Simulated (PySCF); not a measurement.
## F⁺ (fluorine, charge +1) across methods

[He] 2s1 2p5, high-spin 3P determinant (an excited configuration). Computed with PySCF 2.14 in aug-cc-pVTZ-DK (5s4p3d2f, 46 functions), with scalar relativity by spin-free X2C-1e. The B2PLYP total includes its PT2 part (frozen core); its orbital energies are those of the SCF part.

| method | E (hartree) | mean ε 2s α (eV) | mean ε 2p α (eV) | mean ε 2p β (eV) | Σ⟨r²⟩ (bohr²) | ⟨S²⟩ |
| --- | --- | --- | --- | --- | --- | --- |
| CAM-B3LYP | -98.4654 | -54.919 | -34.530 | -30.053 | 7.471 | 2.003 |
| LDA | -97.8489 | -49.008 | -30.192 | -26.349 | 7.510 | 2.003 |
| r2SCAN | -98.4449 | -51.632 | -31.102 | -26.633 | 7.398 | 2.004 |
| B3LYP | -98.4919 | -52.797 | -32.518 | -28.138 | 7.452 | 2.003 |
| UHF | -98.11557 | -66.172 | -41.208 | -32.798 | 7.391 | 2.009 |
| B2PLYP | -98.4247 | -58.275 | -36.068 | -30.170 | 7.421 | 2.005 |
| PBE0 | -98.3983 | -53.763 | -33.047 | -28.294 | 7.425 | 2.003 |
| PBE | -98.4140 | -49.405 | -30.111 | -26.331 | 7.474 | 2.002 |

Q: Estimate the same row for M06-L.

A: E (hartree) = -98.4738; mean ε 2s α (eV) = -51.847; mean ε 2p α (eV) = -30.782; mean ε 2p β (eV) = -26.278; Σ⟨r²⟩ (bohr²) = 7.296; ⟨S²⟩ = 2.004.
